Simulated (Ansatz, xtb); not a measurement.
AlBGeH2+: where a starting geometry ends

The starting geometry of this gas-phase doublet has its atoms placed at random.

```xyz
5

Al    0.4711    0.1507   -0.8495
B    -0.3496   -0.2555    1.6371
Ge   -0.9258    1.0148    0.4317
H    -0.6353   -1.1600    0.2978
H     1.0413   -0.7523    1.1630
```

Task: Guess where an optimisation with r2SCAN-D4/def2-SVP ends from this start.

Result: It ends as a structure given below by its coordinates. Contacts that open: Al1–Ge3 (2.08 → 3.50 Å). Contacts that close: Al1–B2 (2.65 → 2.10 Å), B2–H4 (1.64 → 1.23 Å), B2–H5 (1.55 → 1.23 Å).

The energy falls by 4.49 eV over 15 steps:

```csv
step,E − E(last) (eV)
1,4.485
3,1.000
4,0.383
6,0.131
7,0.075
9,0.062
10,0.035
12,0.008
13,0.005
15,0.000
```

Final geometry (Å):

```yaml
atoms:
  - { symbol: Al, position_ang: [1.0185, -0.2633, -0.9018] }
  - { symbol: B, position_ang: [-0.2173, -0.2973, 0.7961] }
  - { symbol: Ge, position_ang: [-1.3533, 1.3209, 1.1250] }
  - { symbol: H, position_ang: [-0.6877, -1.2995, 0.2673] }
  - { symbol: H, position_ang: [0.8415, -0.4630, 1.3934] }
```

From the same start GFN2-xTB reaches the same bonding as this run.

From so rough a start the end depends on the optimiser's path, so another program may land elsewhere. No frequencies were run, so the end isn't proven a minimum. Open shells are spin-unrestricted. Run with Ansatz 0.2.0, 3.9 min on 1 thread of Intel(R) Xeon(R) Processor @ 2.50GHz (Skylake/Cascade Lake), on a shared host.
